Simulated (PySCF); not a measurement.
H3Ge (SMILES [GeH3]), doublet, at a GFN2-xTB geometry. Base run: DF-CAMB3LYP/3-21G (PySCF).

PySCF was given this input:
```python
from pyscf import gto, scf, dft

mol = gto.M(
    atom='''
Ge    0.00179994   -0.00070314    0.05733512
H    -0.82452945   -1.12293622   -0.60015589
H    -0.59484420    1.27006913   -0.57801941
H     1.36177550   -0.12463243   -0.65654847
''',
    basis='3-21g',
    spin=1,
    verbose=3,
)

mf = dft.UKS(mol)
mf.xc = 'camb3lyp'
mf = mf.density_fit(auxbasis='def2-universal-jkfit')
mf.kernel()
mf.analyze()
```

Each row names what was changed in the base input (with any setting that the change needs).

```json
[
 {"change": "base", "basis functions": "28", "E (Eh)": "-2068.76867", "HOMO (eV)": "-7.97", "dipole (D)": "0.51"},
 {"change": "basis = LANL2DZ", "basis functions": "14", "E (Eh)": "-5.47940", "HOMO (eV)": "-8.15", "dipole (D)": "0.75"},
 {"change": "basis = pcseg-0", "basis functions": "28", "E (Eh)": "-2076.27379", "HOMO (eV)": "-8.27", "dipole (D)": "0.48"},
 {"change": "basis = 6-31G", "basis functions": "33", "E (Eh)": "-2078.48931", "HOMO (eV)": "-8.07", "dipole (D)": "0.43"},
 {"change": "basis = def2-SV(P)", "basis functions": "38", "E (Eh)": "-2078.58911", "HOMO (eV)": "-8.15", "dipole (D)": "0.47"},
 {"change": "basis = pcseg-1", "basis functions": "42", "E (Eh)": "-2078.62820", "HOMO (eV)": "-8.20", "dipole (D)": "0.43"},
 {"change": "basis = def2-SVP", "basis functions": "47", "E (Eh)": "-2078.59415", "HOMO (eV)": "-8.14", "dipole (D)": "0.45"},
 {"change": "basis = 6-31G**", "basis functions": "47", "E (Eh)": "-2078.57340", "HOMO (eV)": "-8.11", "dipole (D)": "0.29"},
 {"change": "basis = 6-311G**", "basis functions": "62", "E (Eh)": "-2078.82214", "HOMO (eV)": "-8.18", "dipole (D)": "0.53"},
 {"change": "basis = aug-pcseg-1", "basis functions": "63", "E (Eh)": "-2078.62937", "HOMO (eV)": "-8.18", "dipole (D)": "0.43"},
 {"change": "basis = aug-cc-pVDZ", "basis functions": "63", "E (Eh)": "-2078.82569", "HOMO (eV)": "-8.18", "dipole (D)": "0.46"},
 {"change": "basis = def2-TZVPD", "basis functions": "81", "E (Eh)": "-2078.85986", "HOMO (eV)": "-8.18", "dipole (D)": "0.47"},
 {"change": "basis = pc-2", "basis functions": "85", "E (Eh)": "-2078.91000", "HOMO (eV)": "-8.19", "dipole (D)": "0.50"}
]
```

Totals compare only among sets that treat the same electrons; sets with core potentials leave the core out.

Open shells are given as the SCF converged; they aren't shown to be the lowest states, and a large step between rows can be another state.
